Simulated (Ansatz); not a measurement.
Mulliken charges of C$_{2}$H$_{6}$Zn (`C[CH2][ZnH]`) from PBE/def2-TZVPP in Ansatz (PBE0-D4/def2-TZVP geometry).

```tsv
atom	x (Å)	y (Å)	z (Å)	charge (e)
C1	-0.472	0.645	-0.804	-0.283
C2	0.517	-0.341	-0.183	-0.197
Zn3	0.223	-0.751	1.706	0.188
H4	-1.502	0.279	-0.752	0.082
H5	-0.254	0.831	-1.861	0.077
H6	-0.454	1.615	-0.300	0.082
H7	1.540	0.039	-0.287	0.078
H8	0.500	-1.288	-0.736	0.078
H9	-0.009	-1.075	3.201	-0.105
```

**Question.** By hand: the dipole of these point charges (1 e Å = 4.8032 D).

**Answer.** Σ q r = (0.054, -0.022, -0.061) e Å, of length 0.084 e Å = 0.40 D.

**Question.** How does the dipole of the full density compare? (Estimate.)

**Answer.** The calculation gave: (0.031, 0.020, -0.130) e Å, 0.65 D; the point charges give 0.62 times that, at 37° from its direction.

Point charges leave out the atoms' own dipoles, such as those of lone pairs, and Mulliken's split depends on the basis, so the two needn't agree.
